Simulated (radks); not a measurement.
Results of a calculation; reference values are marked as such.
Question: Rh+, configuration [Kr] 4d6 4f2 (not the ground configuration). Level of theory: Dirac Kohn-Sham, revPBE, spin-unpolarised, spherical densities, finite nucleus; open shells fill j = l - 1/2 first; Fermi nuclear charge, rms radius 4.4945 fm (a radial shooting solver on a logarithmic mesh with Libxc functionals). Some entries of the table are withheld. Estimate them.

| orbital | occ. | eigenvalue (eV) | <r> (bohr) |
|---|---|---|---|
| 1s1/2 | 2 | -23053.31 | 0.03262 |
| 2s1/2 | 2 | -3364.588 | 0.1416 |
| 2p1/2 | 2 | -3116.870 | 0.1203 |
| 2p3/2 | 4 | -2972.271 | 0.1252 |
| 3s1/2 | 2 | -623.3778 | 0.3903 |
| 3p1/2 | 2 | (1) | (2) |
| 3p3/2 | 4 | (3) | (4) |
| 3d3/2 | 4 | -330.1720 | 0.3682 |
| 3d5/2 | 6 | -325.2628 | 0.3717 |
| 4s1/2 | 2 | -108.5095 | 0.9733 |
| 4p1/2 | 2 | -78.8334 | 1.046 |
| 4p3/2 | 4 | -74.8341 | 1.074 |
| 4d3/2 | 4 | -29.8858 | 1.364 |
| 4d5/2 | 2 | -29.3975 | 1.377 |
| 5s1/2 | 0 | -20.0443 | 2.525 |
| 5p1/2 | 0 | -13.7337 | 3.007 |
| 5p3/2 | 0 | -13.2710 | 3.089 |
| 5d3/2 | 0 | -6.1811 | 4.896 |
| 5d5/2 | 0 | -6.1466 | 4.923 |
| 4f5/2 | 2 | (5) | 6.422 |
| 4f7/2 | 0 | (6) | 6.423 |

Answer: 
(1) 3p1/2 eigenvalue (eV): -526.4641
(2) 3p1/2 <r> (bohr): 0.3829
(3) 3p3/2 eigenvalue (eV): -501.5776
(4) 3p3/2 <r> (bohr): 0.3937
(5) 4f5/2 eigenvalue (eV): -3.1622
(6) 4f7/2 eigenvalue (eV): -3.1619
